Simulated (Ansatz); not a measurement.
`C[O][AlH2]` + `N[SiH2][GeH3]` → `[AlH2][NH][SiH2][GeH3]` + CH₃OH at 600 K and 1 bar (ligand exchange at the Al–O bond).

Gas-phase electronic energies from Ansatz, PBE0-D4/def2-TZVP geometries. CCSD(T)/CBS is the MP2 limit (def2-TZVPP, def2-QZVPP) plus CCSD(T) − MP2 in def2-TZVPP, frozen cores. This one scheme is used for every species. For Ge outer-core shells are correlated without core-valence functions, which leaves a few kJ/mol of doubt a bond. Scalar relativity is left out up to krypton. One conformer a species, not always the lowest.

| species | CCSD(T)/CBS energy (Eh) | H − E (kJ/mol) | S (J/(mol·K)) |
| --- | --- | --- | --- |
| `C[O][AlH2]` | -358.26893 | 190.1 | 361.4 |
| `N[SiH2][GeH3]` | -2424.12162 | 234.0 | 430.6 |
| `[AlH2][NH][SiH2][GeH3]` | -2666.76326 | 261.2 | 506.3 |
| CH₃OH | -115.61712 | 163.6 | 277.3 |

H − E and S are ideal-gas, rigid-rotor, harmonic terms from PBE0-D4/def2-TZVP, for one conformer and one mirror image of each species. 1 Eh = 2625.50 kJ/mol, R = 8.31446 J/(mol·K).

Problem. By hand: ΔE, ΔH, ΔS and ΔG.

Solution. ΔE = (-2666.76326) + (-115.61712) − (-358.26893) − (-2424.12162) = 0.01017 Eh = 26.7 kJ/mol. Δ(H − E) = 261.2 + 163.6 − 190.1 − 234.0 = 0.7, so ΔH = 27.4 kJ/mol. ΔS = 506.3 + 277.3 − 361.4 − 430.6 = -8.4 J/(mol·K). ΔG = 27.4 − 600 × (-8.4)/1000 = 32.4 kJ/mol.

Problem. By hand: the equilibrium constant, and the temperature at which ΔG would vanish if ΔH and ΔS stayed fixed.

Solution. log₁₀ K = −ΔG/(RT ln 10) = -2.8. ΔH and −TΔS have one sign here, so there is no such temperature.

The number of gas molecules stays the same, so ΔS is small and ΔH decides. A doubt of 5 kJ/mol in ΔE shifts log₁₀ K by 0.4 here. Other conformers and mirror images would add mixing entropy, several J/(mol·K) or more a flexible species. Modes under 60 cm⁻¹, often nearly free rotors, make the harmonic entropy too high. These are equilibria of isolated gas molecules and say nothing of rates. Largest T1 diagnostic: 0.012 (customary marks: 0.02 for closed shells, 0.045 for open ones).

ΔS is within the doubt of such terms, so its sign, and with it that verdict, could turn.
